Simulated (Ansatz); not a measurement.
A structure relaxed at B3LYP-D4/def2-SVPD in Ansatz, charge -1, doublet:

Cartesian coordinates in Å:
```
Ge -1.377 -1.832 1.470
Ge 0.809 0.428 -0.379
S 0.651 -1.693 0.571
S 1.578 1.887 1.025
S 2.195 0.625 -2.023
S -2.501 -0.125 0.451
S -1.356 0.709 -1.114
```

Task: Give its formula.

Result: Ge₂S₅⁻.

Task: Summarise the bond lengths by kind (pairs closer than 1.2 times the sum of covalent radii, bridged metal pairs left out).

Result: 6 × Ge–S 2.16 to 2.33 Å; 1 × S–S 2.11 Å.

Another isomer (doublet) lies 0.82 eV lower at PBE0-D4/def2-SVP; other spin states weren't run for this one.
